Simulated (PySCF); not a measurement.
A structure optimised at PBE-D3(BJ)/def2-SVP, used in a PySCF frequency run:

```
N
H 1 1.0240
C 1 1.4553 2 113.65
H 3 1.1097 1 109.57 2 -174.04
H 3 1.1109 4 106.95 1 -120.55
H 3 1.1149 4 107.10 5 -115.41
Si 1 1.7269 2 116.46 3 154.75
H 7 1.4974 1 107.28 2 36.81
H 7 1.4981 8 113.70 1 -119.51
Cl 7 2.1056 8 106.95 9 -116.41
```

Write its SMILES and formula.

CN[SiH2]Cl, CH6ClNSi

What are its rotational constants (standard atomic weights)?

8.7044, 2.2887, 1.9628 GHz
